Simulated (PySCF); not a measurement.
**Computed spin Hamiltonian**

Species: C8H11 (doublet state).
Atom-mapped SMILES: `[CH2:1]1[CH2:2][CH:3]1[C@H:4]1[C:5]2[CH2:6][CH:7]1[CH2:8]2` (hydrogens: H9, H10 on C1; H11, H12 on C2; H13 on C3; H14 on C4; H15, H16 on C6; H17 on C7; H18, H19 on C8)

Geometry (GFN2-xTB, Å), atoms numbered from 1 in this order:
```xyz
19
C8H11 angstrom
C      2.2331   -0.4836    0.3596
C      2.3217    0.3235   -0.8963
C      1.0297   -0.3511   -0.5348
C     -0.1205    0.4777   -0.0649
C     -1.4919    0.4621   -0.7750
C     -2.1427    1.0359    0.4941
C     -1.2001   -0.1094    0.8782
C     -1.7810   -0.9572   -0.2580
H      2.7403   -1.4352    0.4023
H      2.2199    0.0436    1.3018
H      2.3766    1.3982   -0.8082
H      2.8895   -0.0723   -1.7241
H      0.7717   -1.2208   -1.1241
H      0.2225    1.4695    0.2336
H     -3.2061    0.8628    0.6255
H     -1.8559    2.0400    0.7933
H     -1.0068   -0.4598    1.8908
H     -1.1833   -1.7787   -0.6339
H     -2.8265   -1.2362   -0.1676
```

The hyperfine couplings belong to this conformer and change with its torsions.

Theory: UKS B3LYP, pcH-1 on C H, non-relativistic, mean-field spin-orbit, GIAO (PySCF). One conformer (not necessarily the lowest) at the GFN2-xTB geometry, without solvent, vibrations or thermal averaging. A GFN2-xTB geometry isn't a minimum of the functional, and hyperfine couplings can be far from their values at a DFT geometry. The SCF solution wasn't tested for stability.

```
g1, g2, g3                      : 2.00216, 2.00271, 2.00277
g_iso                           : 2.00255
Form of g                       : close to axial: the two nearest values differ by 11 % of g3 − g1
⟨S²⟩                            : 0.7526 (exact 0.7500)
HOMO–LUMO gap, α and β orbitals : 6.41, 6.02 eV
Basis functions                 : 310
```

Isotropic coupling and dipolar principal values T1 to T3, in MHz:

```csv
atom,isotope,a_iso,T1,T2,T3,Mulliken spin population
C1,13C,1.1,-0.5,-0.5,1.0,0.00
C2,13C,1.3,-0.6,-0.6,1.2,0.00
C3,13C,-2.4,-0.9,-0.6,1.4,0.00
C4,13C,8.3,-10.5,-7.6,18.2,0.04
C5,13C,303.0,-64.3,-64.0,128.3,0.79
C6,13C,6.0,-8.9,-6.0,15.0,0.03
C7,13C,88.8,-2.4,-2.2,4.6,0.00
C8,13C,8.9,-10.0,-7.1,17.1,0.04
H9,1H,0.2,-0.7,-0.7,1.4,0.00
H10,1H,-0.3,-1.1,-0.8,2.0,0.00
H11,1H,-0.4,-1.2,-1.0,2.2,0.00
H12,1H,0.6,-0.9,-0.6,1.6,0.00
H13,1H,-0.1,-2.7,-2.1,4.8,0.00
H14,1H,-3.1,-6.3,-3.5,9.9,0.00
H15,1H,-2.4,-5.9,-3.5,9.3,0.00
H16,1H,-2.5,-5.8,-3.4,9.3,0.00
H17,1H,193.2,-2.3,-2.2,4.5,0.10
H18,1H,-3.2,-6.2,-3.5,9.7,0.00
H19,1H,-3.5,-6.2,-3.5,9.7,0.00
```

Largest spin populations (Mulliken): C5 (+0.79) and H17 (+0.10). No atom but C5 exceeds +0.15. The angles at C5 add up to 270.1°, so it is pyramidal.

Axes: g1 points within 1° of the C7–H17 bond.

Under fast tumbling the dipolar parts average out, and these isotropic splittings remain: 1 × 1H (H17, I = 1/2, 2 lines) with 6.89 mT, 1 × 1H (H19, I = 1/2, 2 lines) with 0.13 mT, 1 × 1H (H18, I = 1/2, 2 lines) with 0.11 mT, 1 × 1H (H14, I = 1/2, 2 lines) with 0.11 mT, 1 × 1H (H16, I = 1/2, 2 lines) with 0.09 mT and 1 × 1H (H15, I = 1/2, 2 lines) with 0.09 mT.

The 13C coupling of C5 (303.0 MHz) shows only in satellite lines or after enrichment, since that isotope makes up about 1.07 % of natural carbon.

β density exceeds α density at some nuclei, such as C3 (-0.0021), spin density in bohr⁻³. In a single determinant that takes different orbitals for the two spins, that is spin polarisation.
